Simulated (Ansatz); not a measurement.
Born–Oppenheimer molecular dynamics of H6O2Si2 (10 atoms, charge 0, multiplicity 1). It starts from a relaxed structure.

The calculation used RKS r2SCAN/6-31G (Ansatz 0.2.0).

```yaml
ensemble: NVT, Nosé–Hoover chain
time_step: 1 fs
steps_asked: 166
set_temperature: 300 K
thermostat: time constant 100 fs, chain length 3 (defaults)
seed: 945998
```

First frame:

```xyz
10
Properties=species:S:1:pos:R:3
Si -0.114 -0.028 -0.311
O -0.876 -0.529 1.105
Si -1.387 -0.487 2.723
H -2.592 -1.372 2.867
H -0.291 -0.988 3.623
H -1.751 0.918 3.126
O 1.600 -0.036 -0.183
H 2.126 -0.845 -0.080
H -0.430 1.405 -0.596
H -0.578 -0.970 -1.388
```

Q: How far do the bonds stretch over the last three quarters of this one trajectory? (Pairs bonded in most of those frames.)

A: 
| bond | mean (Å) | spread (Å) | shortest | longest |
| --- | --- | --- | --- | --- |
| Si1–O2 | 1.709 | 0.015 | 1.68 | 1.74 |
| Si1–O7 | 1.721 | 0.012 | 1.70 | 1.76 |
| Si1–H9 | 1.502 | 0.043 | 1.43 | 1.57 |
| Si1–H10 | 1.504 | 0.028 | 1.46 | 1.55 |
| O2–Si3 | 1.729 | 0.014 | 1.70 | 1.75 |
| Si3–H4 | 1.502 | 0.026 | 1.46 | 1.54 |
| Si3–H5 | 1.507 | 0.049 | 1.43 | 1.59 |
| Si3–H6 | 1.518 | 0.061 | 1.42 | 1.61 |
| O7–H8 | 0.972 | 0.010 | 0.95 | 0.99 |

Mean temperature of the second half: 200 K. The conserved energy stayed within 0.66 meV per atom of its start (net change 0.48 meV per atom), so the integration is sound. The mean temperature of the second half is 33 % below the set value. A run of 0.17 ps of so small a system gives no equilibrium averages. Limits of this set-up: no polarisation functions.

Run time: 6.1 min on 2 threads of Intel(R) Xeon(R) Platinum 8259CL CPU @ 2.50GHz (Skylake/Cascade Lake), with other jobs on the host, peak memory 0.15 GiB.
